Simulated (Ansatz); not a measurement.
Reactions of C7H5N3, SMILES `C=CCC(C#N)(C#N)C#N`.

Computed with Ansatz on PBE0-D4/def2-TZVP structures; ΔE is electronic, products minus reactants. CCSD(T)/CBS is the MP2 limit (def2-TZVPP, def2-QZVPP) plus CCSD(T) − MP2 in def2-TZVPP, frozen cores. This one scheme is used for every species, atoms too. For atomizations the MP2-based limit and the directly extrapolated one differ by several kJ/mol either way, and by 10 to 25 for some Ge, Se and Sn compounds, so smaller differences from it don't rank the levels. Open shells (•) are unrestricted, without spin–orbit coupling. Spin–orbit coupling would lower the free atoms: a little for C. One conformer a species, not always the lowest.

Q: Order these by ΔE at CCSD(T)/CBS, lowest first. (Best estimate.)
A. `C=CCC(C#N)(C#N)C#N` + CH₄ → `CC(C#N)(C#N)C#N` + propene
B. `C=CCC(C#N)(C#N)C#N` + H₂ → `CC(C#N)(C#N)C#N` + ethylene
C. `C=CCC(C#N)(C#N)C#N` + `C#N` → `N#CC(C#N)(C#N)C#N` + propene
D. `C=CCC(C#N)(C#N)C#N` + `[SiH3]N[SiH2]Cl` → `C=CN([SiH3])[SiH2]Cl` + `CC(C#N)(C#N)C#N`
E. `C=CCC(C#N)(C#N)C#N` → 7 C• + 5 H• + 3 N•

A: B (-11.1 kcal/mol), A (+2.5 kcal/mol), D (+7.0 kcal/mol), C (+18.4 kcal/mol), E (+1717.3 kcal/mol).

Largest T1 diagnostic: 0.015, for `N#CC(C#N)(C#N)C#N`.
